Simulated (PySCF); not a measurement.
## Gas-phase XPS of `O[SiH]([SiH3])[SiH3]`, computed

Species: H₈OSi₃.
Structure used (PBE0-D3(BJ)/def2-SVP), in Å, numbered top down from 1:
```
atom  x, y, z in Å
O1     0.3635    2.0336    0.5517
Si2    0.0479    0.6806   -0.3918
Si3    1.9194   -0.7164   -0.2340
Si4   -1.8713   -0.4622    0.3499
H5    -0.3460    2.6813    0.6075
H6    -0.1714    1.0507   -1.8319
H7     1.6839   -1.9111   -1.1044
H8     3.1632   -0.0223   -0.6874
H9     2.1016   -1.1794    1.1758
H10   -3.0718    0.4339    0.3323
H11   -1.6776   -0.9557    1.7488
H12   -2.1402   -1.6341   -0.5419
```

Computed, not measured: PySCF, delta-SCF UKS SCAN, pcX-2 on the ionised atom, pcseg-1 elsewhere, spin-free X2C. These are vertical core ionisation energies against the vacuum level, from separate self-consistent calculations with and without the core hole.

Problem. List the computed XPS lines with their assignment.

Solution. 
```tsv
atom(s)	environment	level	binding energy (eV)	2p1/2 (eV)	above the level's lowest (eV)	count
Si3/Si4	SiH3 silicon	Si 2p3/2	106.47	107.10	0.00	2
Si2	oxygen-bound silicon	Si 2p3/2	106.87	107.49	+0.40	1
O1	silanol oxygen	O 1s	538.42	–	0.00	1
Si3/Si4	SiH3 silicon	Si 1s	1846.17	–	0.00	2
Si2	oxygen-bound silicon	Si 1s	1846.66	–	+0.49	1
```

Lowest listed Si 1s: Si3/Si4, bonded to 3 H and Si. Highest, 0.49 eV above it: Si2, bonded to O, H and 2 Si. Summing the Pauling electronegativity differences to the bonded atoms, each weighted by its formal bond order, gives +0.90 for the lowest site and +1.84 for the highest.

The listed Si 2p3/2 values span 0.40 eV, from Si3/Si4 (bonded to 3 H and Si) to Si2 (bonded to O, H and 2 Si).

Problem. Express the binding energy of Si 1s of Si2 in atomic units and per mole.

Solution. 1846.66 eV = 67.8635 Eh = 178176 kJ/mol.

Problem. Which photon wavelength matches the Si 1s of Si2 threshold?

Solution. λ = hc/E = 12398.42 eV Å / 1846.66 eV = 6.714 Å.

Topologically equivalent atoms share the value of their first member; where this conformer doesn't relate them by symmetry, their own values could differ. Spin–orbit coupling isn't in the SCF: each 2p doublet comes from a relaxed spin-free hole plus a matrix of the shell (mean-field spin–orbit coupling and the ground-state 2p splitting), with 2p3/2 averaged over its two sublevels. 2p1/2 minus 2p3/2 (ligand field included): Si 0.62 eV. One conformer (not necessarily the lowest) at the PBE0-D3(BJ)/def2-SVP geometry, without solvent, vibrations or thermal averaging.
